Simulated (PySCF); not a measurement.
Species: CH9NSi2.
Structure used (GFN2-xTB), in Å, numbered top down from 1:
```
atom  x, y, z in Å
C1    -1.4888    1.0828   -0.2240
N2    -1.2669   -0.3373   -0.1053
Si3    0.0732   -1.0391    0.7216
Si4    2.0186   -0.1352   -0.1220
H5    -2.0963    1.2960   -1.1065
H6    -1.9935    1.5084    0.6522
H7    -0.5292    1.5836   -0.3385
H8    -2.1417   -0.8393   -0.0717
H9    -0.1216   -2.4681    0.4468
H10   -0.0015   -0.9005    2.1948
H11    3.1895   -0.7189    0.5403
H12    2.1407    1.3163    0.0753
H13    2.2132   -0.3484   -1.5595
```

IAO charges (e) from the PBE0/pcSseg-1 density (PySCF), one withheld:

```
atom        bonded to   charge
  C1      N2 H5 H6 H7  -0.2949
  N2        C1 Si3 H8        ?
 Si3    N2 Si4 H9 H10  +0.6116
 Si4  Si3 H11 H12 H13  +0.2550
  H5               C1  +0.1424
  H6               C1  +0.1208
  H7               C1  +0.1385
  H8               N2  +0.2560
  H9              Si3  -0.1148
 H10              Si3  -0.1554
 H11              Si4  -0.0964
 H12              Si4  -0.0979
 H13              Si4  -0.0929
```

(1) What is the charge on N2?

(2) Add each hydrogen's charge to the atom that carries it.

(3) Across which bond do the charges differ most?

(4) Take the bonds between elements whose Pauling electronegativities differ by more than 0.25. In how many does the more electronegative atom carry the lower charge?

(5) How much positive and how much negative charge does this set hold in all?

## Answers

(1) The charges add up to the total charge, 0. The others sum to +0.6720, which leaves -0.6720 e for N2 (silicon-bound nitrogen); the computed value is -0.6721, the difference coming from rounding.

(2) C1 +0.1068, N2 -0.4161, Si3 +0.3414, Si4 -0.0322.

(3) Si3–N2: +0.6116 on Si3 against -0.6721 on N2, a difference of 1.2837 e. The lower charge is on the more electronegative element of the two (Pauling values: N 3.04, Si 1.90).

(4) In 11 of 11.

(5) +1.5243 e on 6 atoms and -1.5244 e on 7.

The IAO scheme projects the occupied orbitals on a minimal set of polarised atomic orbitals and counts the electrons in each atom's part of it. Isolated species at its GFN2-xTB geometry (one conformer only).

These values come from a run that also computed NMR shieldings. The run took 8.3 s of wall time on an Arm Neoverse V2 with one thread, no GPU (shared host), and the process peaked at 0.59 GiB of memory.
